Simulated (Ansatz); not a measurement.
Reaction (redistribution): `[SiH3][O][GaH][SH]` + `NBF` → `[F][GaH][SH]` + `NBO[SiH3]`

Computed with Ansatz on PBE0-D4/def2-TZVP structures; ΔE is electronic, products minus reactants. CCSD(T)/CBS adds triple-zeta CCSD(T) − MP2 to the extrapolated MP2 energy (def2 sets, frozen cores). This one scheme is used for every species. Functionals use def2-TZVPP. HSE06 is defined as in plane-wave codes. For Ga outer-core shells are correlated without core-valence functions, which leaves a few kJ/mol of doubt a bond. Scalar relativity is left out up to krypton. One conformer a species, not always the lowest.

`[SiH3][O][GaH][SH]`:

```xyz
9

Si    0.149    1.027   -1.118
O    -0.435    0.789    0.384
Ga   -0.546   -0.497    1.611
S     0.337   -2.435    1.090
H     1.169    2.109   -1.102
H     0.795   -0.211   -1.650
H    -0.953    1.406   -2.040
H    -1.248   -0.173    2.951
H     0.732   -2.016   -0.125
```

`NBF`:

Z-matrix (Å, degrees):
```
N
B 1 1.389
H 1 1.006 2 122.9
H 1 1.004 2 122.4 3 -180.0
F 2 1.337 1 119.2 3 0.0
H 2 1.196 1 121.8 3 -180.0
```

`[F][GaH][SH]`:

Z-matrix (Å, degrees):
```
Ga
F 1 1.756
S 1 2.183 2 113.1
H 1 1.547 2 118.7 3 180.0
H 3 1.345 1 92.1 2 -0.0
```

`NBO[SiH3]`:

```xyz
10

N    -1.909    0.291   -0.962
B    -0.806    0.473   -0.128
O     0.234   -0.418   -0.184
Si    1.658   -0.517    0.626
H    -2.696    0.913   -0.962
H    -1.978   -0.475   -1.611
H    -0.778    1.407    0.629
H     1.711   -1.813    1.349
H     2.772   -0.461   -0.354
H     1.792    0.601    1.597
```

```json
{"level": "PBE-D4", "ΔE (kJ/mol)": "1.0", "difference from CCSD(T)/CBS": "-5.0"}
{"level": "B97M-V", "ΔE (kJ/mol)": "1.1", "difference from CCSD(T)/CBS": "-4.9"}
{"level": "PBE0-D4", "ΔE (kJ/mol)": "2.7", "difference from CCSD(T)/CBS": "-3.3"}
{"level": "r2SCAN0-D4", "ΔE (kJ/mol)": "2.8", "difference from CCSD(T)/CBS": "-3.2"}
{"level": "HSE06-D4", "ΔE (kJ/mol)": "2.8", "difference from CCSD(T)/CBS": "-3.2"}
{"level": "ωB97M-V", "ΔE (kJ/mol)": "1.2", "difference from CCSD(T)/CBS": "-4.8"}
{"level": "PBE-QIDH", "ΔE (kJ/mol)": "3.9", "difference from CCSD(T)/CBS": "-2.1"}
{"level": "r2SCAN", "ΔE (kJ/mol)": "0.6", "difference from CCSD(T)/CBS": "-5.4"}
{"level": "PBE0", "ΔE (kJ/mol)": "-0.2", "difference from CCSD(T)/CBS": "-6.2"}
{"level": "CAM-B3LYP", "ΔE (kJ/mol)": "-1.3", "difference from CCSD(T)/CBS": "-7.3"}
{"level": "RPA@PBE/def2-TZVPP", "ΔE (kJ/mol)": "6.6", "difference from CCSD(T)/CBS": "0.6"}
{"level": "HF/def2-SVP", "ΔE (kJ/mol)": "0.1", "difference from CCSD(T)/CBS": "-5.9"}
{"level": "HF/def2-TZVPP", "ΔE (kJ/mol)": "1.5", "difference from CCSD(T)/CBS": "-4.5"}
{"level": "HF/def2-QZVPP", "ΔE (kJ/mol)": "0.3", "difference from CCSD(T)/CBS": "-5.7"}
{"level": "SCS-MP2/def2-QZVPP", "ΔE (kJ/mol)": "4.7", "difference from CCSD(T)/CBS": "-1.3"}
{"level": "CCSD/CBS(def2)", "ΔE (kJ/mol)": "5.2", "difference from CCSD(T)/CBS": "-0.8"}
{"level": "CCSD(T)/CBS", "ΔE (kJ/mol)": "6.0", "difference from CCSD(T)/CBS": "0"}
```

Largest T1 diagnostic among the species: 0.014.

The D4 term adds +5.2 kJ/mol with B3LYP and +2.9 kJ/mol with PBE0; it sums over pairs of atoms, weighted by their polarisabilities, and B3LYP, whose exchange is more repulsive, gets the larger term. In def2-TZVPP, CCSD(T) changes the Hartree–Fock value by +5.3 kJ/mol (the triples alone add +0.8 kJ/mol) and MP2 by +5.6 kJ/mol. At CCSD(T), def2-SVP lies −3.0 kJ/mol from the extrapolated value and def2-TZVPP +0.9 kJ/mol.

B3LYP here is the variant with VWN-RPA as its local correlation; programs differ in this.
